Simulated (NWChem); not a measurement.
All runs are NWChem calculations. System: AlP, charge 0, spin multiplicity 3, at a geometry optimised with UPBE0/def2-SVP. The structure started from a generated list of species. Its SCF solution wasn't tested for a lower state. Level: UMP2/STO-3G, 10 core orbitals frozen.

Part of the output:

```
             Northwest Computational Chemistry Package (NWChem) 7.3.0
             --------------------------------------------------------

                                NWChem Input Module
                                -------------------

 Scaling coordinates for geometry "geometry" by  1.889725989
 (inverse scale =  0.529177249)

 Turning off AUTOSYM since
 SYMMETRY directive was detected!

                             Geometry "geometry" -> ""
                             -------------------------

 Output coordinates in angstroms (scale by  1.889725989 to convert to a.u.)

  No.       Tag          Charge          X              Y              Z
 ---- ---------------- ---------- -------------- -------------- --------------
    1 Al                  13.0000     0.00000000     0.00000000     1.18253700
    2 P                   15.0000     0.00000000     0.00000000    -1.02486500

 Effective nuclear repulsion energy (a.u.)      46.7470644472

            Nuclear Dipole moment (a.u.)
            ----------------------------
        X                 Y               Z
 ---------------- ---------------- ----------------
     0.0000000000     0.0000000000     0.0000113384

      Symmetry information
      --------------------

 Group name             C2v
 Group number             16
 Group order               4
 No. of unique centers     2

      Symmetry unique atoms

     1    2


 Summary of "ao basis" -> "" (spherical)
 ------------------------------------------------------------------------------
       Tag                 Description            Shells   Functions and Types
 ---------------- ------------------------------  ------  ---------------------
 *                           sto-3g                   on all atoms

 Summary of "ao basis" -> "ao basis" (spherical)
 ------------------------------------------------------------------------------
       Tag                 Description            Shells   Functions and Types
 ---------------- ------------------------------  ------  ---------------------
 Al                          sto-3g                  5        9   3s2p
 P                           sto-3g                  5        9   3s2p

                                 NWChem SCF Module
                                 -----------------

  ao basis        = "ao basis"
  functions       =    18
  atoms           =     2
  alpha electrons =    15
  beta  electrons =    13
  charge          =   0.00
  wavefunction    = UHF
  use symmetry    = T
  symmetry adapt  = T

 Summary of "ao basis" -> "ao basis" (spherical)
 ------------------------------------------------------------------------------
       Tag                 Description            Shells   Functions and Types
 ---------------- ------------------------------  ------  ---------------------
 Al                          sto-3g                  5        9   3s2p
 P                           sto-3g                  5        9   3s2p

      Symmetry analysis of basis
      --------------------------

        a1         10
        a2          0
        b1          4
        b2          4

 Forming initial guess at       0.0s

   Symmetry analysis of molecular orbitals - initial alpha
   -------------------------------------------------------

  Numbering of irreducible representations:

     1 a1          2 a2          3 b1          4 b2

  Orbital symmetries:

     1 a1          2 a1          3 a1          4 b2          5 a1
     6 b1          7 a1          8 a1          9 b2         10 b1
    11 a1         12 a1         13 b2         14 a1         15 b1
    16 b2         17 b1         18 a1

   Symmetry analysis of molecular orbitals - initial beta
   ------------------------------------------------------

  Numbering of irreducible representations:

     1 a1          2 a2          3 b1          4 b2

  Orbital symmetries:

     1 a1          2 a1          3 a1          4 a1          5 b2
     6 b1          7 a1          8 b2          9 b1         10 a1
    11 a1         12 a1         13 b1         14 a1         15 b2
    16 b1         17 b2         18 a1

 Starting SCF solution at       0.0s

 ----------------------------------------------
         Quadratically convergent UHF
[...]
    15      0.250217  2 P  s                 14      0.227442  2 P  pz

 Vector   15  Occ=0.000000D+00  E= 2.934006D-01  Symmetry=b2
              MO Center=  6.5D-33,  8.8D-18,  3.1D-01, r^2= 2.4D+00
   Bfn.  Coefficient  Atom+Function         Bfn.  Coefficient  Atom+Function
  ----- ------------  ---------------      ----- ------------  ---------------
     8      0.782136  1 Al py                17      0.604592  2 P  py
     4     -0.317202  1 Al py                13     -0.200838  2 P  py

 Vector   16  Occ=0.000000D+00  E= 3.550418D-01  Symmetry=b1
              MO Center= -2.5D-18, -1.4D-32,  8.2D-01, r^2= 2.1D+00
   Bfn.  Coefficient  Atom+Function         Bfn.  Coefficient  Atom+Function
  ----- ------------  ---------------      ----- ------------  ---------------
     7      0.980794  1 Al px                16     -0.485252  2 P  px
     3     -0.383277  1 Al px

 center of mass
 --------------
 x =   0.00000000 y =   0.00000000 z =   0.00530662

 moments of inertia (a.u.)
 ------------------
         250.915817363840           0.000000000000           0.000000000000
           0.000000000000         250.915817363840           0.000000000000
           0.000000000000           0.000000000000           0.000000000000

  Mulliken analysis of the total density
  --------------------------------------

    Atom       Charge   Shell Charges
 -----------   ------   -------------------------------------------------------
    1 Al  13    12.62   2.00  2.00  5.79  1.85  0.99
    2 P   15    15.38   2.00  2.00  5.94  1.92  3.52

  Mulliken analysis of the alpha density
  --------------------------------------

    Atom       Charge   Shell Charges
 -----------   ------   -------------------------------------------------------
    1 Al  13     6.47   1.00  1.00  2.90  0.91  0.66
    2 P   15     8.53   1.00  1.00  2.99  0.97  2.57

   Mulliken analysis of the beta density
   -------------------------------------

    Atom       Charge   Shell Charges
 -----------   ------   -------------------------------------------------------
    1 Al  13     6.15   1.00  1.00  2.89  0.93  0.33
    2 P   15     6.85   1.00  1.00  2.95  0.96  0.94

   Mulliken analysis of the spin density
   -------------------------------------

    Atom       Charge   Shell Charges
 -----------   ------   -------------------------------------------------------
    1 Al  13     0.33  -0.00 -0.00  0.01 -0.02  0.33
    2 P   15     1.67  -0.00 -0.00  0.03  0.01  1.63

       Multipole analysis of the density wrt the origin
       ------------------------------------------------

     L   x y z        total         alpha         beta         nuclear
     -   - - -        -----         -----         ----         -------
     0   0 0 0     -0.000000    -15.000000    -13.000000     28.000000

     1   1 0 0     -0.000000     -0.000000     -0.000000      0.000000
     1   0 1 0     -0.000000     -0.000000      0.000000      0.000000
     1   0 0 1      1.285836      1.771445     -0.485620      0.000011

     2   2 0 0    -14.866397     -8.255613     -6.610784      0.000000
     2   1 1 0     -0.000000      0.000000     -0.000000      0.000000
     2   1 0 1      0.000000     -0.000000      0.000000      0.000000
     2   0 2 0    -13.137864     -8.242153     -4.895712      0.000000
     2   0 1 1     -0.000000     -0.000000      0.000000      0.000000
     2   0 0 2    -14.811488    -75.291767    -60.701442    121.181721

                   NWChem MP2 Semi-direct Energy/Gradient Module
                   ---------------------------------------------

  Basis functions       =     18
  Molecular orbitals    =     18
  Frozen core           =     10
  Frozen virtuals       =      0
  Active alpha occupied =      5
  Active beta occupied  =      3
  Active alpha virtual  =      3
  Active beta virtual   =      5
  Use MO symmetry       = T
  Use skeleton AO sym   = T

  AO/Fock/Back tols     =   1.0D-09  1.0D-09  1.0D-09

 GA uses MA = F    GA memory limited = T

 Available:
  local mem=  1.26D+08
 global mem=  1.44D+08
 local disk=  0.00D+00
  mp2_memr nvloc                     3
  nvloc new                     3
   1 passes of   5:        2097152                        798                      8850.
   1 passes of   5: M    126155711           G      144178552           F     124058559.

 Semi-direct pass number   1 of   1  for UHF alpha       at        0.1s
  vrange nnbf                   162
  mp2_eaftype                    10  avail_ma_in_mb                  1099
 EAF : mp2_eaftype filesize          10       4425.
  mp2_eaf for mointskh                     10
Node 0 wrote      0.0 Mb in      0.0 s     Agg I/O rate:   920.5 Mb/s
 Done moints_semi at        0.1s
  mp2_eaftype                    10  avail_ma_in_mb                  1089
 EAF : mp2_eaftype filesize          10       4425.
  mp2_eaf for kh                    10
 Done maket at        0.1s
 Done multipass loop at        0.1s

 GA uses MA = F    GA memory limited = T

 Available:
  local mem=  1.26D+08
 global mem=  1.44D+08
 local disk=  0.00D+00
  mp2_memr nvloc                     5
  nvloc new                     5
   1 passes of   3:        2097152                        798                      8850.
   1 passes of   3: M    126155711           G      144178552           F     124058559.

 Semi-direct pass number   1 of   1  for UHF beta        at        0.1s
  vrange nnbf                   162
  mp2_eaftype                    10  avail_ma_in_mb                  1099
 EAF : mp2_eaftype filesize          10       4425.
  mp2_eaf for mointskh                     10
Node 0 wrote      0.0 Mb in      0.0 s     Agg I/O rate:   942.3 Mb/s
 Done moints_semi at        0.1s
  mp2_eaftype                    10  avail_ma_in_mb                  1089
 EAF : mp2_eaftype filesize          10       4425.
  mp2_eaf for kh                    10
 Done maket at        0.1s
 Done multipass loop at        0.1s

          -------------------------------------------
          SCF energy                -575.780851811552
          Correlation energy          -0.039695845377
          Singlet pairs                0.000000000000
          Triplet pairs                0.000000000000
          Total MP2 energy          -575.820547656929
          -------------------------------------------

          ---------------------------------------------------
                    Spin Component Scaled (SCS) MP2
          Same spin pairs                     -0.007092587043
          Same spin scaling factor             0.333333333333
          Opposite spin pairs                 -0.032603258333
          Opposite spin scaling fact.          1.200000000000
          SCS-MP2 correlation energy          -0.041488105681
          Total SCS-MP2 energy              -575.822339917233
          ---------------------------------------------------

 -----------------------
 Performance information
 -----------------------

 Timer overhead =  1.68D-07 seconds/call

               Nr. of calls         CPU time (s)                 Wall time (s)                GFlops
             ---------------    -------------------     ------------------------------   -------------------
Name         Min   Avg   Max    Min     Avg     Max     Min     Avg     Max   Mx/calls   Min     Max     Sum
mp2: moin     2     2     2   4.20E-2 4.20E-2 4.20E-2  4.20E-2 4.20E-2 4.20E-2 2.10E-2   0.0     0.0     0.0
mp2: make     2     2     2   2.85E-4 2.85E-4 2.85E-4  2.85E-4 2.85E-4 2.85E-4 1.42E-4   0.0     0.0     0.0
mp2: tota     1     1     1   4.84E-2 4.84E-2 4.84E-2  4.84E-2 4.84E-2 4.84E-2 4.84E-2   0.0     0.0     0.0

 The average no. of pstat calls per process was 5.00D+00
 with a timing overhead of 8.39D-07s

 Task  times  cpu:        0.1s     wall:        0.1s

 Total times  cpu:        0.1s     wall:        0.1s
```

Write an NWChem input that would produce this output.

Several could match; the one computed here: 
```
start mol
memory heap 200 mb stack 900 mb global 1100 mb
geometry units angstroms nocenter noautoz
  Al     0.000000     0.000000     1.182537
  P      0.000000     0.000000    -1.024865
  symmetry group C2v
end
basis spherical
  * library sto-3g
end
scf
  uhf
  nopen 2
  maxiter 100
  thresh 1e-7
  semidirect memsize 60000000 filesize 0
  # guess.movecs holds the orbitals of an unrestricted PBE0 run
  vectors input guess.movecs output mol.movecs
end
mp2
  freeze core 10
end
task mp2 energy
```
